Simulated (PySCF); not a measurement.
HO₃S, SMILES O=S(=[OH+])=O, charge +1.

Coordinates come from a PBE0-D3(BJ)/def2-SVP optimisation. The isomer is the one that the SMILES or the coordinates give; other isomers of the formula were not compared.

Calculation: CAM-B3LYP/def2-TZVPD run with PySCF.

Symmetry labels are those of the subgroup Cs that the program uses (full group Cs).

### Question
List the valence orbital energies around the gap with their symmetry. (An estimate is asked for; the answer gives what the named calculation found.)

### Answer

```csv
orbital,symmetry,energy (eV)
HOMO−7,A',-25.21
HOMO−6,A",-24.45
HOMO−5,A',-23.85
HOMO−4,A',-22.36
HOMO−3,A',-20.87
HOMO−2,A",-20.78
HOMO−1,A",-20.10
HOMO,A',-19.57
LUMO,A',-9.02
LUMO+1,A",-8.89
LUMO+2,A',-4.78
LUMO+3,A',-3.37
```
